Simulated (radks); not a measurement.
Isoelectronic series with 30 electrons, all held in the configuration [Ar] 3d10 4s2, which need not be the ground one along the series. Calculated with a radial shooting solver on a logarithmic mesh with Libxc functionals: non-relativistic Kohn-Sham, PBE, spin-polarised, spherical densities, point nucleus. Total energies (hartree) and orbital eigenvalues (eV):

ion,E (hartree),4s,3d,3p
Zn,-1779.18280,-5.8255,-10.5666,-82.3715
Br5+,-2567.39013,-79.7919,-138.5609,-242.0910
Zr10+,-3510.22882,-202.7810,-353.5117,-489.2607
Rh15+,-4606.85202,-370.4992,-647.7657,-815.5872
Sn20+,-5856.97020,-581.8551,-1019.465,-1219.188
Cs25+,-7260.4460,-836.3921,-1467.849,-1699.333
Nd30+,-8817.2036,-1133.877,-1992.531,-2255.665
Tb35+,-10527.1975,-1474.175,-2593.291,-2887.989
Yb40+,-12390.3983,-1857.204,-3269.991,-3596.185
Re45+,-14406.7862,-2282.909,-4022.542,-4380.178
Hg50+,-16576.3473,-2751.253,-4850.882,-5239.916
